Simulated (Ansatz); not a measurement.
Program: Ansatz. Geometries: PBE0-D4/def2-TZVP. ΔE: electronic, gas phase. CBS: MP2 limit from def2 TZ/QZ plus the TZ coupled-cluster correction, frozen cores. This one scheme is used for every species. For Zn outer-core shells are correlated without core-valence functions, which leaves a few kJ/mol of doubt a bond. Scalar relativity is left out up to krypton. One conformer a species, not always the lowest.

Reaction (ligand exchange at a Zn–C bond): `N=C1O[CH]1[Zn][F]` + `[SiH3]N[SiH3]` → `[F][Zn][N]([SiH3])[SiH3]` + `N=C1CO1`

`N=C1O[CH]1[Zn][F]`:

Cartesian coordinates in Å:
```
N -1.946 0.683 -0.005
C -0.930 0.012 0.248
O -0.238 -0.519 1.261
C 0.249 -0.683 -0.171
Zn 1.873 0.235 -0.624
F 3.356 1.056 -1.034
H -2.459 0.920 0.843
H 0.096 -1.704 -0.517
```

`[SiH3]N[SiH3]`:

```xyz
10

Si    0.150    0.272    1.530
N    -0.426    0.461   -0.086
Si    0.004   -0.429   -1.501
H     1.303   -0.660    1.484
H    -0.886   -0.284    2.445
H     0.579    1.580    2.097
H    -1.155    1.149   -0.210
H     1.176   -1.272   -1.156
H     0.354    0.489   -2.620
H    -1.099   -1.307   -1.982
```

`[F][Zn][N]([SiH3])[SiH3]`:

Cartesian coordinates in Å:
```
F 2.026 -2.726 1.678
Zn 1.095 -1.474 0.907
N 0.126 -0.169 0.104
Si 0.810 0.635 -1.263
Si -1.434 0.204 0.746
H -0.028 0.461 -2.481
H 0.963 2.097 -1.022
H 2.157 0.052 -1.523
H -1.685 -0.686 1.915
H -2.510 -0.015 -0.260
H -1.518 1.620 1.199
```

`N=C1CO1`:

```xyz
7

N    -1.462    0.813   -0.371
C    -0.457    0.262    0.114
C     0.796   -0.443    0.183
O     0.010    0.044    1.339
H    -1.443    0.765   -1.386
H     1.733    0.083    0.031
H     0.824   -1.524    0.090
```

```
                   species  CCSD/def2-SVP energy (Eh)
       `N=C1O[CH]1[Zn][F]`                -2083.99668
           `[SiH3]N[SiH3]`                 -636.63187
`[F][Zn][N]([SiH3])[SiH3]`                -2513.46385
                 `N=C1CO1`                 -207.18370
```

Problem. Work out ΔE.

Solution. ΔE = (-2513.46385) + (-207.18370) − (-2083.99668) − (-636.63187) = -0.01900 Eh = -49.9 kJ/mol. CCSD(T)/CBS gives -45.4 kJ/mol.

Largest T1 diagnostic among the species: 0.017.

From PBE to PBE0 (25 % exact exchange), in def2-TZVPP and without D4, ΔE moves by −6.6 kJ/mol. The D4 term adds −4.4 kJ/mol with B3LYP and −2.4 kJ/mol with PBE0; it sums over pairs of atoms, weighted by their polarisabilities, and B3LYP, whose exchange is more repulsive, gets the larger term. Leaving LDA and LC-ωPBE aside and taking each functional with its dispersion term where it has one, the values, not all of them listed here, spread over 13.2 kJ/mol, from BHLYP-D4 to BLYP-D4. LDA lies −3.2 kJ/mol from PBE without D4.

B3LYP here is the variant with VWN-RPA as its local correlation; programs differ in this.
